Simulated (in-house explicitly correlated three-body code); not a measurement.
Computed with an exponentially correlated three-body code. Model: two electrons around a point charge, non-relativistic, variational in 260 exponentially correlated functions (energies converged to about 1e-7 hartree, or 1e-8 relative for large Z).

Command:
```bash
python run_hyl.py task.json out
```
Settings (lengths in bohr, energies in hartree):
```
Z                      8
screening              2
interaction_strength   1
functions              260
states_tried           13
```

Cost of the run: 31 s on 1 thread of Intel(R) Xeon(R) 6975P-C (Granite Rapids), on a shared host.

**Those bound S and P states to n = 4 that converged, binding against the one-electron ion.**

Given: nuclear charge 8; Yukawa screening of all interactions 2 1/bohr.

Computed: one-electron threshold -18.6188536 hartree.

```json
{"term": "1 1S", "energy (hartree)": "-34.1388358", "binding (eV)": "422.32"}
{"term": "2 3S", "energy (hartree)": "-18.7069692", "binding (eV)": "2.3977"}
{"term": "2 1S", "energy (hartree)": "-18.6595554", "binding (eV)": "1.1076"}
```

**Converged states only, values per electron or pair (inverse distances are <exp(-kr)/r>).**

```json
{"term": "1 1S", "mean r (bohr)": "0.20733", "mean r squared (bohr²)": "0.058403", "mean inverse r (1/bohr)": "5.74", "mean r12 (bohr)": "0.30659", "mean inverse r12 (1/bohr)": "2.9573", "mean cosine": "-0.015545", "mean p1 dot p2 (bohr⁻²)": "0.81738", "delta r1 (bohr⁻³)": "138.56", "delta r12 (bohr⁻³)": "14.07"}
{"term": "2 3S", "mean r (bohr)": "1.0798", "mean r squared (bohr²)": "2.732", "mean inverse r (1/bohr)": "3.1065", "mean r12 (bohr)": "1.9773", "mean inverse r12 (1/bohr)": "0.10071", "mean cosine": "-0.0010998", "mean p1 dot p2 (bohr⁻²)": "0.0050634", "delta r1 (bohr⁻³)": "76.961", "delta r12 (bohr⁻³)": "-"}
{"term": "2 1S", "mean r (bohr)": "1.3925", "mean r squared (bohr²)": "4.9946", "mean inverse r (1/bohr)": "3.0785", "mean r12 (bohr)": "2.5982", "mean inverse r12 (1/bohr)": "0.10235", "mean cosine": "-0.0010633", "mean p1 dot p2 (bohr⁻²)": "0.0098393", "delta r1 (bohr⁻³)": "76.452", "delta r12 (bohr⁻³)": "0.3341"}
```

**Static dipole response.**

| state | polarisability (bohr³) |
| --- | --- |
| 1 1S | 0.0034467 |
